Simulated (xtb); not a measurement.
H₂Cl₂NTi, charge +1, singlet, geometry from GFN2-xTB (such geometries of metal compounds can be far from the true shape) (the multiplicity is a formal guess), atoms displaced at random by about 0.05 Å a coordinate. Base run: GFN2-xTB (xtb).

Input for xtb:
```
$ xtb mol.xyz --gfn 2 --chrg 1 --opt --json

# file mol.xyz
6

Ti    -0.21525450     0.00935978     0.57323913
Cl    -0.81217487    -1.51601355    -0.81730652
Cl     0.23675929     1.64216131    -0.64698577
N      1.42836426    -0.45842151     1.32077342
H      2.21393736     0.17717752     1.31981654
H      1.69778912    -1.39749263     1.38054661
```

Variants of this job, named by their change:

```tsv
change	ΔE vs base (mEh)	optimiser steps
base	0.000	7
opt level = vtight	-0.003	11
alpb = benzene	___	7
engine = inertial	0.040	-
opt level = crude	0.376	3
engine = lbfgs	0.000	-
opt level = sloppy	0.016	5
opt level = lax	0.003	6
opt level = loose	0.016	5
alpb = cs2	___	7
```

Q: Complete the blanks.

A: 
- alpb = benzene, ΔE vs base (mEh): -74.575
- alpb = cs2, ΔE vs base (mEh): -65.132
